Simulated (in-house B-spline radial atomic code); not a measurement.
Zr VIII (Zr7+): [Ar] 3d9 4s2 4p2 5s1 6g1 (an excited or competing configuration)

Method: Dirac-Hartree-Fock, average of configuration, Fermi nucleus of rms radius 4.2694 fm. Calculated with a radial B-spline atomic code at the basis-set limit.

Effective charges: Z_r = [3n² - l(l+1)]/(2<r>) from the radius, Z_e = n√(-2ε) from the energy, and Slater's rules. Values are occupation-weighted means over j. An effective charge above Z reflects the relativistic contraction of the inner shells.

| shell | electrons | ε (eV) | <r> (bohr) | Z_r | Z_e | Slater |
| --- | --- | --- | --- | --- | --- | --- |
| 1s | 2 | -18272 | 0.03705 | 40.48 | 36.65 | 39.70 |
| 2s | 2 | -2742.1 | 0.1618 | 37.09 | 28.39 | 35.85 |
| 2p | 6 | -2457.4 | 0.1415 | 35.33 | 26.88 | 35.85 |
| 3s | 2 | -603.03 | 0.4498 | 30.01 | 19.97 | 28.75 |
| 3p | 6 | -506.15 | 0.4532 | 27.58 | 18.30 | 28.75 |
| 3d | 9 | -351.64 | 0.4372 | 24.02 | 15.25 | 19.20 |
| 4s | 2 | -181.92 | 1.085 | 22.12 | 14.63 | 14.50 |
| 4p | 2 | -155.52 | 1.156 | 19.89 | 13.52 | 14.50 |
| 5s | 1 | -82.112 | 2.143 | 17.50 | 12.28 | 9.60 |
| 6g | 1 | -24.717 | 5.319 | 8.27 | 8.09 | - |

The least bound orbital is 6g9/2 at -24.72 eV, and it is also the most diffuse (<r> = 5.319 bohr). The part-filled 3d shell lies below the filled 4s shell in orbital energy.

Spin-orbit splittings of the orbital energies (j = l + 1/2 above j = l - 1/2 when positive): 2p 86.52 eV, 3p 14.73 eV, 3d 2.697 eV, 4p 2.651 eV, 6g 0.0003604 eV.

For the 1s electron the small component carries 2.12 % of the norm, the zero-frequency Breit interaction raises the level by 33.11 eV, self-energy by 17.92 eV, and vacuum polarisation lowers it by 2 eV.
